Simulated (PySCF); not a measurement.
germylmethylsilane (CH8GeSi), SMILES [SiH3][CH2][GeH3]. Atoms are numbered in the order given.

```xyz
11

Si    -0.2047     2.1033     0.0000
C      0.8853     0.5653     0.0000
Ge    -0.0915    -1.1489     0.0000
H      0.6230     3.3467     0.0000
H     -1.0783     2.1176    -1.2105
H     -1.0783     2.1176     1.2105
H      1.5410     0.5822     0.8866
H      1.5410     0.5822    -0.8866
H     -0.9848    -1.2445    -1.2549
H     -0.9848    -1.2445     1.2549
H      0.9038    -2.3291     0.0000
```

The structure is a stationary point at B3LYP-D3(BJ)/def2-SVP.

Calculation: CAM-B3LYP/def2-TZVP (PySCF).

Isolated molecule, no solvent.

```
Quantity                                                                                                       Result
---------------------------------------------------------------------------------------------  ----------------------
total energy                                                                                      -2409.52539 hartree
point group                                                                                                        Cs
highest occupied level                                                                                       -9.92 eV
lowest empty level                                                                                            1.19 eV
orbital gap                                                                                                  11.11 eV
dipole moment                                                                                                  0.78 D
quadrupole, principal values (traceless, Buckingham form, about the centre of nuclear charge)   -2.78, 1.29, 1.49 D·Å
mean static polarisability                                                                      70.8 bohr³ (10.49 Å³)
polarisability, principal values                                                               63.3, 65.5, 83.6 bohr³
```
